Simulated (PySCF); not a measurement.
**Relaxation of triplet WSF2**

Computed with UB3LYP/[W def2-SVP with ECP60, S def2-SVP, F def2-SVP], scalar-relativistic core potentials, density fitting, no spin–orbit coupling, PySCF. A (50,194) grid was used.

A hand-made T-shaped (ligand arrangement 1) start, of Cs symmetry, held to at least that symmetry:

```xyz
4
charge 0 multiplicity 3, angstrom
W     0.1190    0.0000   -0.1650
S    -2.0197    0.0000   -0.0903
F     0.1190    0.0000    1.8450
F     2.1278    0.0000   -0.0949
```

Q: What does it relax to?

A: It ends at C2v with W–F 1.889 Å (×2), W–S 2.128 Å; F–W–F 119.4°, F–W–S 120.3° (×2) (after a last refinement on a finer grid). The frequency run here used a shortcut that can spoil soft modes, so no verdict on minimum or saddle point is given. Other isomers or separated fragments may lie lower.

Q: How much energy is released, and in how many steps?

A: 161.5 kJ/mol in 10 steps.

Other spin states or occupations of the open shell can lie lower. At this level a broken-symmetry Ms = 0 minimum of C2v symmetry lies 23 kJ/mol below this structure. With an element this heavy the missing spin–orbit coupling can shift these numbers.

The relaxation took of the order of 70 core-seconds on a shared host.
